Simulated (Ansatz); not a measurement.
A structure relaxed at r2SCAN-D4/def2-TZVP in Ansatz, charge 0, singlet:

```csv
atom,x (Å),y (Å),z (Å)
Ru1,-0.8109,0.4860,0.9035
Ru2,0.8538,0.7858,-0.6027
Ru3,-0.0429,-1.2718,-0.3008
```

Q: Give its formula and point group.

A: Ru3. Point group D3h (tolerance 0.1 Å).

Q: Summarise the bond lengths by kind (pairs closer than 1.2 times the sum of covalent radii, bridged metal pairs left out).

A: 3 × Ru–Ru 2.26 Å.

In the def2 sets Ru takes a core potential; there is no spin–orbit coupling. The restricted singlet is unstable: a solution with broken spin symmetry lies lower. At r2SCAN-D4/def2-TZVP a triplet of charge 0 lies 1.67 eV below the restricted singlet, each at its own geometry. The structure comes from a short search, and lower isomers may exist.
